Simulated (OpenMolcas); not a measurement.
Pd V: effect of the basis set

```yaml
Program: OpenMolcas
Method: "MS-RASPT2, IPEA 0.25 Eh, imaginary shift 0.1 Eh (closed shells correlated: 4s)"
Active_space: 12 electrons in 8 orbitals (RAS1 4p, at most 2 holes; RAS2 4d)
State_averaging: 2S+1 = 5 even, 5 roots; 2S+1 = 3 even, 45 roots; 2S+1 = 1 even, 49 roots
Spin-orbit_coupling: RASSI with atomic mean-field integrals over the reference wave functions, term energies averaged over their components
```

A. ANO-R2 [7s5p4d2f1g], X2C, finite nucleus; CASPT2 step roughly 50 core-seconds
B. ANO-RCC-VTZP [7s6p4d2f1g], DKH2, point nucleus; CASPT2 step about 2.7 core-minutes
C. ANO-RCC-VQZP [8s7p5d3f2g1h], DKH2, point nucleus; CASPT2 step about 2.2 core-minutes

Energies in cm-1 above 4d6 5D4.

```
            Level      A      B      C
          4d6 5D4    0.0    0.0    0.0
          4d6 5D3   2070   2080   2020
          4d6 5D2   3160   3180   3090
          4d6 5D1   3920   3940   3840
          4d6 5D0   4280   4300   4190
          4d6 3H6  20080  20000  19790
       4d6 3P2(1)  20190  20080  20120
          4d6 3H5  20440  20360  20170
4d6 3F3(1) [75 %]  22950  22870  22780
       4d6 3F2(1)  23800  23740  23650
          4d6 3G5  25620  25550  25330
       4d6 3P1(1)  25880  25810  25710
       4d6 3P0(1)  26700  26610  26550
          4d6 3G4  27200  27120  26920
   4d6 3G3 [75 %]  27710  27650  27430
          4d6 3D2  30680  30580  30530
          4d6 3D1  31190  31100  31020
          4d6 3D3  31320  31220  31150
          4d6 1I6  31460  31360  31020
       4d6 1G4(1)  34380  34220  34010
   4d6 1S0 [72 %]  38600  38470  38410
       4d6 1D2(1)  38990  38850  38770
          4d6 1F3  42200  42020  41970
       4d6 3P0(2)  47890  47720  47750
```

Among A to C the level of the table that moves most is 4d6 1I6, by 450 cm-1 (lowest in C, highest in A). Moves below CASPT2's spread within the term are not significant.

Term energies are means over components that CASPT2 splits; among the terms shown or strongly mixed into the levels shown the widest spread is 1500 cm-1 (4d6 1I, C). Active for correlation alone: 4p; no level in the range computed is led by a configuration that opens it, so any true level of that kind is missing. The CASPT2 spread within a term exceeds the gap to the next term for 4d6 1I and 4d6 3D, 4d6 3P(2) and 4d6 3F(2), so the order of their levels is uncertain, and so are names and mixing where such terms share a J. Levels of configurations outside the active space are missing. The table leaves out levels that lie high or whose names do not pair safely across all columns.

A share in square brackets marks a mixed level and gives the weight of the term that names it, the lowest over the columns. A number in round brackets counts repeated terms of one configuration in the order of the reference energies.
